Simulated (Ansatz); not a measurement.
Cartesian coordinates in Å:
```
C -0.188 -0.400 1.299
N 0.134 0.031 -0.045
C -1.037 0.121 -0.890
B 1.421 0.323 -0.474
Cl 1.753 0.846 -2.131
Cl 2.815 0.194 0.607
H -0.887 0.302 1.765
H -0.666 -1.386 1.276
H 0.708 -0.460 1.910
H -1.754 0.834 -0.469
H -1.532 -0.853 -0.959
H -0.766 0.448 -1.890
```

Total charge 0; spin multiplicity 1.

Task: List the CAM-B3LYP/def2-TZVPP orbital energies in eV (Ansatz). (Best estimate.)

Result: The calculation gave: Occupied: -2764.25, -2764.25, -392.30, -279.78, -279.78, -259.04, -259.04, -198.10, -198.10, -197.96, -197.96, -197.93, -197.93, -187.81, -27.95, -25.25, -24.45, -22.00, -20.27, -16.47, -15.06, -15.05, -14.64, -12.97, -12.66, -12.53, -12.46, -11.85, -10.86, -10.45, -9.92, -8.89. Lowest empty: 1.35, 1.58, 2.82, 2.84, 3.35, 3.76, 3.88, 4.28.
